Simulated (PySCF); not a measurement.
C5H9N, SMILES CN1CC=CC1.

Coordinates come from a B3LYP-D3(BJ)/def2-SVP optimisation. One conformer was computed; it need not be the lowest.

Method: PySCF with SMD-ωB97X/def2-SVP.

Solvation free energies are E(SMD) − E(gas) at the gas-phase geometry, for 1 M in both phases. In vacuum the dipole moment is 0.60 D.

```tsv
solvent	ΔG(solv) (kcal/mol)	its non-electrostatic (CDS) part	dipole (D)
water	-2.8	0.4	0.87
ethanol	-4.9	-1.8	0.85
benzene	-4.4	-3.1	0.69
```
